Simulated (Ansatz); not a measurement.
Ansatz (an electronic-structure program) input:

Ansatz 0.2 input:
```yaml
crystal:
  periodic: [false, false, false]
  atoms:
    - {symbol: S, position_ang: [-0.92221320, 0.05614290, 0.47181313]}
    - {symbol: S, position_ang: [0.92278838, 0.05434478, -0.47089818]}
    - {symbol: H, position_ang: [-1.53509157, -0.87361723, -0.28708287]}
    - {symbol: H, position_ang: [1.52588870, -0.89418562, 0.27244361]}
basis:
  gaussian:
    orbitals: def2-TZVPD
hamiltonian:
  xc: {name: PBE}
total_charge: 1
magnetization: {spin_polarized: true, initial_magnetization: 1}
```

Problem. What final total energy does it print?

Solution. -796.91097 Eh (PBE/def2-TZVPD). The basis has 110 functions.

This state (charge 1, doublet) is run at the relaxed geometry of the species with charge 0 and multiplicity 1.
